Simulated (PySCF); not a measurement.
# Magnetisability: SMILES C[C@@H]1c2[cH+]c2[C@H]1F, [C$_{6}$H$_{6}$F]+, charge +1

Cartesian coordinates in Å; atom numbers follow the order of the lines, from 1:
```xyz
13

C    -1.5625   -0.7498    0.2057
C    -0.3939   -0.0052   -0.5080
C     0.8572   -0.7874   -0.4746
C     2.1767   -0.5770   -0.3335
C     1.7058    0.7252   -0.2137
C     0.3128    1.2128    0.0602
F    -0.0690    2.4423   -0.3921
H    -2.1241   -1.4559   -0.4434
H    -2.2848    0.0638    0.4296
H    -1.1333   -1.2476    1.1181
H    -0.5632    0.0970   -1.5586
H     3.1652   -0.9124   -0.4421
H     0.1163    1.2209    1.1959
```

Total charge +1.

Method: GIAO BHandHLYP/pcSseg-1 magnetisability, rotational g tensor and spin-rotation constants, non-relativistic, gas phase (PySCF). Geometry: GFN2-xTB, normal-mode sample at 300 K.

For an ion the centre-of-mass motion in the field is neglected.

How diamagnetic is it, and how anisotropic?

Isotropic -689 × 10⁻³⁰ J/T², or -41.5 × 10⁻⁶ cm³/mol; principal values -1122, -707, -238 × 10⁻³⁰ J/T², anisotropy 766 × 10⁻³⁰ J/T² (root of half the summed squared differences of the principal values). The susceptibility is in cgs units.

Split it along the inertial axes a, b, c into diamagnetic and paramagnetic parts about the centre of mass, with the quadrupole moment.


```
axis  χ (10⁻⁶ cm³/mol)  diamagnetic (10⁻⁶ cm³/mol)  paramagnetic (10⁻⁶ cm³/mol)  summed x² of all electrons (Å²)  quadrupole Θ (D Å)
   a             -15.0                      -429.1                        414.1                             85.6               +6.61
   b             -44.4                      -428.2                        383.8                             85.8               -2.35
   c             -65.1                      -727.0                        661.9                             15.4               -4.26
```
Anisotropies 2χaa − χbb − χcc = +79.5 and 2χbb − χaa − χcc = -8.8 × 10⁻⁶ cm³/mol. Θ is traceless in Buckingham's convention.

And the rotational g tensor?


| axis | rotational constant (GHz) | g | nuclear part | electronic part |
| --- | --- | --- | --- | --- |
| a | 3.3878 | -0.0731 | 0.5860 | -0.6591 |
| b | 3.1651 | -0.0167 | 0.5540 | -0.5706 |
| c | 1.7544 | +0.0087 | 0.5543 | -0.5456 |

Asymmetric top; isotopes 12C, 19F, 1H; no vibrational averaging.
